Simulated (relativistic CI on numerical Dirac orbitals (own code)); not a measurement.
## Energy levels of Xe³¹⁺

Method of calculation: Dirac-Coulomb-Breit CI, orbitals from a KLI potential per configuration, a model potential for QED, unscaled Slater integrals (own radial code, finite nucleus).

CI space (outside the closed core [Ne]): 3s2 3p6 3d5, 3s2 3p5 3d6, 3s2 3p4 3d7, 3s 3p6 3d6, 3p6 3d7, 3s 3p5 3d7, 3s2 3p6 3d4 4s, 3s2 3p6 3d4 4p, 3s2 3p6 3d4 4d, 3s2 3p5 3d5 4s, 3s2 3p6 3d4 4f, 3s2 3p6 3d3 4s2, 3s 3p6 3d5 4s, 3p6 3d6 4s, 3s2 3p6 3d4 5s, 3s2 3p6 3d3 4p2. Levels of other configurations are missing.

The lowest level is 3s2 3p6 3d5 6S_5/2, with 55 % of that term; Hund's rules for 3s2 3p6 3d5 give 6S with J = 5/2, in agreement.

| No. | Configuration | Term | J | E (cm⁻¹) | % | Next component (%) | Landé g |
| --- | --- | --- | --- | --- | --- | --- | --- |
| 1 | 3s2 3p6 3d5 | 6S | 5/2 | 0 | 55 | 28 4P | 1.737 |
| 2 | 3s2 3p6 3d5 | 2F | 5/2 | 95394 | 26 | 23 6S | 1.153 |
| 3 | 3s2 3p6 3d5 | 4G | 7/2 | 154963 | 47 | 20 2F | 1.129 |
| 4 | 3s2 3p6 3d5 | 4P | 3/2 | 157758 | 41 | 40 4D | 1.309 |
| 5 | 3s2 3p6 3d5 | 4G | 11/2 | 164664 | 56 | 30 2H | 1.166 |
| 6 | 3s2 3p6 3d5 | 4G | 9/2 | 181186 | 61 | 16 4F | 1.156 |
| 7 | 3s2 3p6 3d5 | 4D | 5/2 | 182605 | 34 | 30 4G | 1.120 |
| 8 | 3s2 3p6 3d5 | 4P | 1/2 | 190561 | 63 | 23 4D | 1.929 |
| 9 | 3s2 3p6 3d5 | 4F | 7/2 | 225246 | 25 | 24 4D | 1.173 |
| 10 | 3s2 3p6 3d5 | 2D | 5/2 | 234440 | 36 | 15 4P | 1.215 |
| 11 | 3s2 3p6 3d5 | 4D | 7/2 | 260519 | 36 | 24 4G | 1.182 |
| 12 | 3s2 3p6 3d5 | 2D | 3/2 | 265638 | 53 | 27 4D | 0.855 |
| 13 | 3s2 3p6 3d5 | 2I | 11/2 | 267291 | 60 | 33 4G | 1.045 |
| 14 | 3s2 3p6 3d5 | 4D | 1/2 | 279172 | 75 | 19 4P | 0.609 |
| 15 | 3s2 3p6 3d5 | 2G | 9/2 | 281168 | 44 | 34 4G | 1.147 |
| 16 | 3s2 3p6 3d5 | 4P | 3/2 | 287282 | 48 | 36 4F | 1.152 |
| 17 | 3s2 3p6 3d5 | 2I | 13/2 | 294667 | 100 |  | 1.072 |
| 18 | 3s2 3p6 3d5 | 2F | 5/2 | 305842 | 36 | 17 4F | 1.017 |
| 19 | 3s2 3p6 3d5 | 2H | 9/2 | 333483 | 53 | 45 4F | 1.099 |
| 20 | 3s2 3p6 3d5 | 2G | 7/2 | 348754 | 60 | 32 2F | 0.991 |
| 21 | 3s2 3p6 3d5 | 4F | 5/2 | 349374 | 48 | 23 2F | 1.045 |
| 22 | 3s2 3p6 3d5 | 2D | 3/2 | 371524 | 73 | 21 4F | 0.754 |
| 23 | 3s2 3p6 3d5 | 2F | 5/2 | 379055 | 34 | 26 4P | 1.163 |
| 24 | 3s2 3p6 3d5 | 2F | 7/2 | 381470 | 56 | 32 2G | 1.064 |
| 25 | 3s2 3p6 3d5 | 2S | 1/2 | 391140 | 66 | 17 4P | 1.887 |
| 26 | 3s2 3p6 3d5 | 2G | 9/2 | 418636 | 55 | 24 2H | 1.102 |
| 27 | 3s2 3p6 3d5 | 4F | 7/2 | 420161 | 43 | 25 2F | 1.189 |
| 28 | 3s2 3p6 3d5 | 2H | 11/2 | 431856 | 62 | 27 2I | 1.060 |
| 29 | 3s2 3p6 3d5 | 2D | 3/2 | 448668 | 62 | 19 4D | 0.857 |
| 30 | 3s2 3p6 3d5 | 2D | 5/2 | 472950 | 63 | 26 2F | 1.109 |

Energies count from the lowest computed level.

The mean weight of the leading LS term, summed over parents, in these 30 levels is 52 %, and that of the leading jj configuration (from the same eigenvectors) 75 %, so jj coupling describes them better and the LS labels are nominal.

At this charge energies of transitions that change n are usually good to better than 1 %, and those within a shell (Δn = 0) to a few per cent. Terms inside the open d or f shell come out 10 to 20 % too wide with unscaled integrals.

LS names give the leading component of a level, which can be under half, so a name can repeat, a term be missing and a line seem to break the LS rules.
